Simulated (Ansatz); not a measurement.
Na21⁻, 21 atoms. Hardware: 2 threads of AMD EPYC 7R13 on a shared host and a share (18 GiB) of an NVIDIA H100 80GB HBM3.

Correlated methods freeze 21 core orbitals; core or outer-core shells of Na are correlated, in sets that lack core-valence functions. Single mean-field runs in def2-TZVP are fitted with def2-universal-jkfit.

**Question.** How many basis functions does each of these Ansatz runs have, and roughly what does it cost? PBE/def2-SVP, charge -1 singlet, energy, from earlier orbitals; LC-ωPBE/def2-TZVP, charge -1 singlet, energy, from earlier orbitals; HF/STO-3G, charge -1 singlet, energy; PBE/def2-TZVP, charge -1 singlet, energy and forces, from earlier orbitals; r2SCAN/def2-TZVP, charge -1 singlet, energy, from earlier orbitals; PBE0/def2-SVP, charge -1 singlet, energy, from earlier orbitals; PBE/def2-SVP, charge -1 singlet, relaxation, 19 steps; PBE0/def2-TZVP, charge -1 singlet, energy, from earlier orbitals; RPA@PBE/def2-SVP, charge -1 singlet, energy, from earlier orbitals; MP2/def2-SVP, charge -1 singlet, energy, from earlier orbitals.

**Answer.** Other jobs shared the machine, so times can vary by a factor of up to 3.

```
                                                                       run  functions  fitting or Cholesky vectors  wall time  peak host memory (GiB)
                                      HF/STO-3G, charge -1 singlet, energy        189                         1791      4.4 s                    0.77
            PBE/def2-SVP, charge -1 singlet, energy, from earlier orbitals        315                         3675        7 s                       1
           PBE0/def2-SVP, charge -1 singlet, energy, from earlier orbitals        315                         2835      7.5 s                    0.94
          PBE0/def2-TZVP, charge -1 singlet, energy, from earlier orbitals        672                         2352      8.1 s                     1.1
PBE/def2-TZVP, charge -1 singlet, energy and forces, from earlier orbitals        672                         2352      8.5 s                     1.1
            MP2/def2-SVP, charge -1 singlet, energy, from earlier orbitals        315                         2835        9 s                    0.86
        RPA@PBE/def2-SVP, charge -1 singlet, energy, from earlier orbitals        315                         2835       11 s                     1.7
       LC-ωPBE/def2-TZVP, charge -1 singlet, energy, from earlier orbitals        672                         2352       11 s                     1.1
        r2SCAN/def2-TZVP, charge -1 singlet, energy, from earlier orbitals        672                         2352       11 s                     1.2
                     PBE/def2-SVP, charge -1 singlet, relaxation, 19 steps        315                         3675       97 s                       1
```
